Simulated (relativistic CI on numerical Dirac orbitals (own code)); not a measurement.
Computed by Dirac-Coulomb-Breit CI, KLI orbitals optimised for each configuration, model QED (radiative potential, 1s self-energy scaled to tabulated hydrogen-like ionisation energies), unscaled Slater integrals (own radial code, finite nucleus).

The strongest absorption lines from the ground level of an ion, among the configurations computed and to levels below about 1410 eV (vacuum wavelength in Å, gf): 28.844 (0.94), 31.217 (1.2), 39.502 (0.16), 42.238 (0.13), 42.357 (1.3), 42.851 (0.6), 43.191 (0.27), 43.382 (0.12).

Q: Which ion is it?
A. Eu XLII
B. Eu XLIV
C. Cs XXXVI
D. Eu XLVI

A: B. Eu XLIV has 20 electrons and the ground level 3s2 3p6 3d2 3F_2; the strongest line goes to 3s2 3p5 3d3 3G°_3. The pattern of lines fixes the number of electrons, and along that sequence the line energies rise steadily with the charge (about as its square where n changes within one kind of shell, about linearly where n is kept but much faster in heavy ions where fine structure, which grows about as Z⁴, sets the gap, and irregularly where shells cross), which fixes Z. Configurations outside the model, such as inner-shell arrays, can give stronger lines. At this charge energies of transitions that change n are usually good to better than 1 %, and those within a shell (Δn = 0) to a few per cent.

LS names give the leading component of a level, which can be under half, so a name can repeat, a term be missing and a line seem to break the LS rules.
